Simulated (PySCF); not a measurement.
BrH. Atoms are numbered in the order given.

```xyz
2

Br     0.0000     0.0000    -0.0398
H      0.0000     0.0000     1.3930
```

The structure is a stationary point at PBE-D3(BJ)/def2-TZVPD.

The numbers are results of PBE/pcSseg-2 run with PySCF, not measurements.

GIAO shieldings, no solvent; atoms alike by connectivity are averaged. δ = σ(ref) − σ: ¹H against TMS (σ = 31.47 ppm), references at their B3LYP-D3(BJ)/def2-TZVP geometries, non-relativistic (without spin–orbit terms, shifts of atoms bonded to Cl or Br come out too high).

| nucleus | atoms | count | δ (ppm) |
|---|---|---|---|
| ¹H | H2 | 1 | 0.44 |
